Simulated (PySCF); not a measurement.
C3H8N, SMILES [CH2]NCC, multiplicity 2.

Geometry: PBE-D3(BJ)/def2-SVP. The isomer is the one that the SMILES or the coordinates give; other isomers of the formula were not compared. The values are those of a single conformer.

Computed with PySCF with PBE-D3(BJ)/def2-SVP.

Frequencies are harmonic and unscaled.

| mode | ν (cm⁻¹) | IR (km/mol) | moving atoms (share of kinetic energy) |
|---|---|---|---|
| 1 | 107 | 1.2 | C 38 %, H 38 %, N 24 % |
| 2 | 246 | 0.1 | H 93 % |
| 3 | 268 | 8.6 | H 44 %, C 37 %, N 19 % |
| 4 | 331 | 5.0 | H 82 %, N 13 % |
| 5 | 449 | 13.3 | C 51 %, H 30 %, N 19 % |
| 6 | 607 | 126.6 | H 82 %, C 17 % |
| 7 | 626 | 20.9 | H 75 %, C 13 %, N 12 % |
| 8 | 784 | 2.3 | H 90 %, C 8 % |
| 9 | 862 | 1.3 | H 54 %, C 34 %, N 12 % |
| 10 | 1006 | 6.7 | H 78 %, C 21 % |
| 11 | 1048 | 2.0 | C 61 %, H 35 % |
| 12 | 1094 | 7.2 | H 58 %, C 37 % |
| 13 | 1192 | 6.9 | H 48 %, C 35 %, N 17 % |
| 14 | 1245 | 16.5 | H 82 %, C 10 % |
| 15 | 1275 | 17.9 | H 50 %, N 27 %, C 23 % |
| 16 | 1314 | 7.5 | H 77 %, C 21 % |
| 17 | 1353 | 16.5 | H 70 %, C 28 % |
| 18 | 1394 | 12.7 | H 83 %, C 15 % |
| 19 | 1412 | 6.6 | H 95 % |
| 20 | 1423 | 3.7 | H 96 % |
| 21 | 1441 | 3.1 | H 91 %, C 9 % |
| 22 | 1474 | 42.3 | H 50 %, N 30 %, C 20 % |
| 23 | 2867 | 98.6 | H 93 % |
| 24 | 2969 | 17.2 | H 97 % |
| 25 | 2980 | 24.2 | H 92 % |
| 26 | 3054 | 25.4 | H 91 %, C 9 % |
| 27 | 3065 | 16.1 | H 96 % |
| 28 | 3076 | 16.9 | H 91 %, C 9 % |
| 29 | 3187 | 14.4 | H 89 %, C 11 % |
| 30 | 3477 | 4.7 | H 93 % |
